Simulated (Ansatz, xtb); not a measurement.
Ranking isomers of C4H8OS2Si

4 gas-phase structures of C4H8OS2Si, from a drawn sample of its isomers (lower ones may exist). Each was relaxed with GFN2-xTB; where two conformers were screened, the lower at r2SCAN-D4/def2-SVP is listed:

A. `C=C[Si@H](S)OC(C)=S`, a singlet
B. `C[C@]1(C=O)CS[SiH2]S1`, a singlet
C. `O=C1CSC[C@@H]1S[SiH3]`, a singlet
D. `O=CC[SiH]1SCCS1`, a singlet

Task: Which do you expect lowest at r2SCAN-D4/def2-SVP, and how would the others follow?

Result: Calculated order at r2SCAN-D4/def2-SVP: D (0.0), B (7.6), A (13.8), C (28.7) kcal/mol.

Energies above the lowest of each column, in kcal/mol; the last columns are at PBE0-D3(BJ)/def2-SVP geometries and were run for some of them only (a dash: not run or not comparable):

```tsv
structure	GFN2-xTB	HF/STO-3G	r2SCAN-D4/def2-SVP	PBE0-D3(BJ)/def2-SVP	CCSD(T)/def2-SVP + ΔMP2/def2-TZVPP
D	6.9	0.0	0.0	0.0	0.0
B	0.0	9.0	7.6	7.8	8.4
A	8.9	55.7	13.8	14.3	–
C	8.3	23.3	28.7	–	–
```

CCSD(T)/def2-SVP + ΔMP2/def2-TZVPP puts D lowest of those it was run on; GFN2-xTB picks B. Some further structures that were screened fall inside this span and aren't listed. Flexible structures stand in one conformer each, not always the lowest. Frequencies (GFN2-xTB) were run for B, D alone. The ΔMP2 step shifts differences by up to 5.0 kcal/mol, which makes them less sure. ΔMP2 is the change of the MP2 energy from the smaller to the larger basis.

Over these structures GFN2-xTB departs from r2SCAN-D4/def2-SVP by 7.5 kcal/mol on average once a common shift is removed. A GFN2-xTB relaxation took about 0.17 s and the r2SCAN-D4/def2-SVP energy about 2.2 s on a shared host (Ansatz 0.2.0, xtb 6.7.1).
